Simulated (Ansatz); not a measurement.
`O[SiH2]F` + `[SiH3]/C=C\CCl` → `O[SiH2]/C=C/[SiH3]` + `FCCl`  (formal exchange of groups at the Si–F bond)

Gas-phase electronic energies from Ansatz, PBE0-D4/def2-TZVP geometries. CCSD(T)/CBS adds triple-zeta CCSD(T) − MP2 to the extrapolated MP2 energy (def2 sets, frozen cores). This one scheme is used for every species. Double bonds are as drawn, so ΔE can hold a change between cis and trans. Functionals use def2-TZVPP. Each species was taken in one conformer, which may not be the lowest.

(1) Is it downhill or uphill in electronic energy at CCSD(T)/CBS, and by how much? (Best estimate.)

(2) What do these levels give: LDA (SPW92), revPBE-D4, PBE0-D4, CAM-B3LYP, MP2/def2-SVP, HF/def2-TZVPP? (Best estimate.)

Largest T1 diagnostic among the species: 0.012.

Results:

(1) Computed: Uphill: ΔE = +2.15 eV.

(2) Computed: LDA (SPW92) 1.99, revPBE-D4 1.92, PBE0-D4 2.00, CAM-B3LYP 2.07, MP2/def2-SVP 2.05, HF/def2-TZVPP 2.12 eV.

From BLYP to BHLYP (50 % exact exchange), in def2-TZVPP and without D4, ΔE moves by +0.14 eV. At CCSD(T), def2-SVP lies −0.21 eV from the extrapolated value and def2-TZVPP −0.04 eV. Leaving LDA and LC-ωPBE aside and taking each functional with its dispersion term where it has one, the values, not all of them listed here, spread over 0.20 eV, from revPBE-D4 to BHLYP-D4. LDA lies +0.07 eV from PBE without D4.
